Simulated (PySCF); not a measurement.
Problem. Write Cartesian coordinates for `N#CC#CC(F)(F)F` (4,4,4-trifluoro-2-butynenitrile) as optimised with PBE0-D3(BJ)/def2-SVP.

Solution. 
```xyz
8
C4F3N angstrom
N      3.6647    0.2750    0.5852
C      2.5201    0.1845    0.4093
C      1.1645    0.0794    0.1992
C     -0.0282   -0.0129    0.0099
C     -1.4833   -0.1073   -0.2146
F     -1.8603   -1.3765   -0.3155
F     -1.8216    0.5219   -1.3342
F     -2.1433    0.4470    0.7947
```

Any rigid rotation of these coordinates is as good. Atoms count from 1 in this order. All 3 C–F bonds measure 1.327 to 1.328 Å. The 3 C–C bonds span 1.211 Å (C3≡C4, drawn triple) to 1.475 Å (C4–C5, drawn single), a spread of 0.264 Å.

Bonds between heavy atoms (Å): N1≡C2 1.162, C2–C3 1.376, C3≡C4 1.211, C4–C5 1.475, C5–F6 1.328, C5–F7 1.328, C5–F8 1.327.

The calculation used PBE0-D3(BJ)/def2-SVP geometry optimisation, gas phase (PySCF 2.14.0).

Point group: C3v (tolerance 0.08 Å). Whether it is a minimum is left open (no frequencies).
